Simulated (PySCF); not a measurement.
Computed shifts of a molecule C4H12N, charge +1, KT2/pcSseg-1 (PySCF), GIAO, gas phase, equivalent atoms averaged, in ppm (number of nuclei): ¹³C: 60.5 (4). ¹⁵N: 82.9 (1). ¹H: 3.41 (12). References: ¹³C against TMS (σ = 185.1 ppm); ¹⁵N against NH3 (σ = 266.2 ppm); ¹H against TMS (σ = 31.47 ppm), references at their B3LYP-D3(BJ)/def2-TZVP geometries, non-relativistic. Coordinates come from a B3LYP-D3(BJ)/def2-SVP optimisation. The values are those of a single conformer.

Problem. Identify the compound among the candidates.
A. C[N+](C)(C)C
B. CC[NH2+]CC
C. CC(C)(C)[NH3+]

Solution. A, C[N+](C)(C)C
